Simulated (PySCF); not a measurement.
C4H6O2Si, SMILES [SiH3]c1c(O)cco1.

The structure is a stationary point at r2SCAN-D4/def2-SVP. The structure was generated by enumeration, and PubChem lists no compound with its InChIKey, so it may never have been made. The values are those of a single conformer.

Two levels are set side by side: TDDFT-PBE/def2-SVPD (PySCF) and TDDFT-PBE0/def2-SVPD (PySCF). Vertical, same geometry. The lowest singlet is HOMO→LUMO+1 100 % with PBE and HOMO→LUMO 96 % with the other functional; states are paired by order. Differences are taken from unrounded values.

```
quantity                               TDDFT-PBE0
-------------------------------------  ----------
lowest singlet excitation (eV)               5.41
lowest triplet excitation (TDA) (eV)         3.59
first bright state (f over 0.05) (eV)        5.41
its oscillator strength                      0.24
```

### Question
What does TDDFT-PBE give, and how far is it from TDDFT-PBE0? (An estimate is asked for; the answer gives what the named calculation found.)

### Answer

| quantity | TDDFT-PBE | TDDFT-PBE minus TDDFT-PBE0 |
|---|---|---|
| lowest singlet excitation (eV) | 4.86 | -0.56 |
| lowest triplet excitation (TDA) (eV) | 3.59 | 0.01 |
| first bright state (f over 0.05) (eV) | 5.01 | -0.41 |
| its oscillator strength | 0.16 | -0.08 |

A lower first singlet is the usual sign of a functional without exact exchange. Differences between two approximate levels are no errors against the true value.

Rough cost on one machine, each run with all the roots and properties that it gave: TDDFT-PBE0 against TDDFT-PBE about 4 times.
